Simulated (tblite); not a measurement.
Species: C3H11BGeO2.
Numbering: `[CH3:1][CH2:2][B:3]([O:4][CH3:5])[O:6][GeH3:7]` (hydrogens: H8, H9, H10 on C1; H11, H12 on C2; H13, H14, H15 on C5; H16, H17, H18 on Ge7)

Computed with GFN2-xTB (tblite), gas phase: L-BFGS steps from a force-field or distance-geometry start until the largest atomic force falls under 0.01 eV/Å.

Geometry at step 126:
```
atom  x, y, z in Å
C1     -0.8182    2.4350   -0.4809
C2     -1.1839    0.9526   -0.3907
B3      0.0680   -0.0429   -0.4223
O4     -0.0178   -1.3989   -0.3078
C5     -1.2079   -2.1407   -0.1819
O6      1.3251    0.4178   -0.5472
Ge7     2.7509   -0.6079   -0.4228
H8     -0.1454    2.7278    0.3281
H9     -0.3104    2.6294   -1.4288
H10    -1.7130    3.0639   -0.4153
H11    -1.8683    0.7067   -1.2106
H12    -1.7294    0.7772    0.5388
H13    -1.1316   -3.0328   -0.8122
H14    -1.3293   -2.4467    0.8616
H15    -2.0861   -1.5626   -0.4761
H16     2.9849   -0.8735    1.0332
H17     3.8022    0.2808   -1.0097
H18     2.6014   -1.8789   -1.1969
```

Q: Give the atomic forces at this geometry.

A: 
```json
{"atom": "C1", "Fx (eV/Å)": "-0.006", "Fy (eV/Å)": "0.146", "Fz (eV/Å)": "-0.059"}
{"atom": "C2", "Fx (eV/Å)": "0.056", "Fy (eV/Å)": "0.011", "Fz (eV/Å)": "-0.014"}
{"atom": "B3", "Fx (eV/Å)": "0.022", "Fy (eV/Å)": "0.009", "Fz (eV/Å)": "0.001"}
{"atom": "O4", "Fx (eV/Å)": "-0.083", "Fy (eV/Å)": "-0.056", "Fz (eV/Å)": "-0.037"}
{"atom": "C5", "Fx (eV/Å)": "0.009", "Fy (eV/Å)": "-0.027", "Fz (eV/Å)": "0.064"}
{"atom": "O6", "Fx (eV/Å)": "0.140", "Fy (eV/Å)": "-0.015", "Fz (eV/Å)": "-0.007"}
{"atom": "Ge7", "Fx (eV/Å)": "-0.105", "Fy (eV/Å)": "0.036", "Fz (eV/Å)": "-0.027"}
{"atom": "H8", "Fx (eV/Å)": "-0.074", "Fy (eV/Å)": "-0.142", "Fz (eV/Å)": "-0.122"}
{"atom": "H9", "Fx (eV/Å)": "-0.105", "Fy (eV/Å)": "0.030", "Fz (eV/Å)": "0.183"}
{"atom": "H10", "Fx (eV/Å)": "0.165", "Fy (eV/Å)": "-0.134", "Fz (eV/Å)": "-0.084"}
{"atom": "H11", "Fx (eV/Å)": "0.009", "Fy (eV/Å)": "0.047", "Fz (eV/Å)": "0.078"}
{"atom": "H12", "Fx (eV/Å)": "-0.107", "Fy (eV/Å)": "0.020", "Fz (eV/Å)": "0.024"}
{"atom": "H13", "Fx (eV/Å)": "0.021", "Fy (eV/Å)": "0.101", "Fz (eV/Å)": "0.073"}
{"atom": "H14", "Fx (eV/Å)": "0.011", "Fy (eV/Å)": "-0.042", "Fz (eV/Å)": "-0.023"}
{"atom": "H15", "Fx (eV/Å)": "0.054", "Fy (eV/Å)": "0.012", "Fz (eV/Å)": "-0.051"}
{"atom": "H16", "Fx (eV/Å)": "-0.006", "Fy (eV/Å)": "-0.021", "Fz (eV/Å)": "-0.003"}
{"atom": "H17", "Fx (eV/Å)": "0.001", "Fy (eV/Å)": "0.012", "Fz (eV/Å)": "0.021"}
{"atom": "H18", "Fx (eV/Å)": "0.000", "Fy (eV/Å)": "0.014", "Fz (eV/Å)": "-0.015"}
```

The largest, 0.23 eV/Å, acts on H10; the rms over all components is 0.070 eV/Å. The forces sum to zero within rounding, as they must for an isolated molecule in no field.

Q: Give the force on H10 in Eh/bohr and in nN.

A: 0.229 eV/Å ÷ 51.422 = 0.00444 Eh/bohr, and 0.229 eV/Å × 1.602 = 0.37 nN.

Q: How far is this geometry from the end of the optimisation?

A: 0.048 eV above it, and 0.373 Å rms away after alignment. The bonds farthest from their final lengths, with half the difference of the two atoms' forces along the bond (positive lengthens):

| bond | now (Å) | final (Å) | force along bond (eV/Å) |
| --- | --- | --- | --- |
| C1–H10 | 1.096 | 1.089 | -0.15 |
| C1–H9 | 1.093 | 1.087 | -0.14 |
| B3–O4 | 1.364 | 1.369 | +0.03 |
| C1–H8 | 1.092 | 1.087 | -0.08 |
| C5–H13 | 1.095 | 1.090 | -0.05 |
| C2–B3 | 1.600 | 1.597 | -0.01 |

The angle farthest from its final value is B3–O6–Ge7, 123.4° against 118.9°.

What follows is the cost of the whole relaxation. Time: 2.5 s wall. Hardware: one thread of an Arm Neoverse N1 (shared host).
